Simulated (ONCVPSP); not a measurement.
**Cl, ONCV: configuration errors across variants**

chlorine, optimised norm-conserving Vanderbilt (ONCV), made with ONCVPSP 4.0.1 (PBE, scalar-relativistic). Core [He], reference 2s2 2p6 3s1.5 3p5.5. Waves: 2s+3s: rc 0.90 bohr, ncon 4, nbas 7, qcut 13.6 1/bohr, 2 projectors; 2p+3p: rc 0.70 bohr, ncon 5, nbas 10, qcut 20.8 1/bohr, 2 projectors; d scattering state at 0.04 Ha: rc 0.70 bohr, ncon 4, nbas 7, qcut 14.1 1/bohr, 1 projector. Local part: polynomial inside 0.45 bohr (lpopt 5, dvloc0 0 Ha). Core correction: Teter function fitted to the true core (icmod 2), fcfact 0.3.

All-electron excitation energies from the reference (eV): (1) 2s2 2p6 3s2 3p5 -6.063; (2) 2s2 2p6 3s2 3p4 7.813; (3) 2s2 2p6 3s2 3p3 33.259; (4) 2s2 2p6 3s2 3p2 71.567.

2 further variants failed, have other tests or too few solved ones, and are left out.

Errors AE − PS in meV (a dash: test not solved or not reliable):

| change | (1) | (2) | (3) | (4) | bound ghosts | GHOST(+) flags above zero |
| --- | --- | --- | --- | --- | --- | --- |
| base | +0.6 | +2.6 | +7.0 | +16 | none | none |
| local potential polynomial inside 0.45 bohr (lpopt 5, dvloc0 6.5 Ha) | +0.6 | +2.6 | +7.0 | +16 | none | none |
| p: qcut 22.9 | +0.6 | +2.6 | +6.8 | +16 | none | none |
| d: rc 0.52 | +0.6 | +2.6 | +7.0 | +16 | none | none |
| s: qcut 14.5; p: qcut 22.3; d: qcut 15.1 | +0.6 | +2.6 | +6.8 | +16 | none | none |

(1) Give the same row for: s: rc 1.06.

## Answers

(1) +0.8, +2.9, +7.5, +17; bound ghosts: none; GHOST(+) flags above zero: none.
